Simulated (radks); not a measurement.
Task: All-electron atom: Pr IV in [Xe] 4f2. All-electron calculation, scalar-relativistic Kohn-Sham, PBEsol, spin-polarised, spherical densities, finite nucleus; open shells are filled with parallel spins first (spin-orbit coupling, left out, can overturn this in heavy ions); Fermi nuclear charge, rms radius 4.8919 fm. Program: a radial shooting solver on a logarithmic mesh with Libxc functionals. Some entries of the table are withheld. Estimate them.

orbital  occ.  eigenvalue (hartree)  r(max) (bohr)
1s down     1             -1536.975        0.01542
1s up       1             -1536.974        0.01542
2s up       1             -248.2170        0.08729
2s down     1             -248.2167        0.08729
2p up       3             -222.2597        0.07029
2p down     3             -222.2596        0.07029
3s up       1             -54.45553         0.2492
3s down     1             -54.43439         0.2492
3p up       3             -46.23306         0.2440
3p down     3             -46.21204         0.2440
3d up       5             -34.67348         0.2005
3d down     5             -34.65709         0.2005
4s up       1             -11.73726         0.5787
4s down     1             -11.67990         0.5785
4p up       3              -9.04445         0.6039
4p down     3              -8.98667         0.6038
4d up       5              -5.19012         0.6344
4d down     5              -5.13200         0.6341
5s up       1              -2.42756          1.332
5s down     1              -2.39247          1.337
5p up       3              -1.74090          1.493
5p down     3              -1.71397          1.501
4f up       2              -1.11950            (1)
4f down     0              -1.06748            (2)

Result: 
(1) 4f up r(max) (bohr): 0.6768
(2) 4f down r(max) (bohr): 0.6774
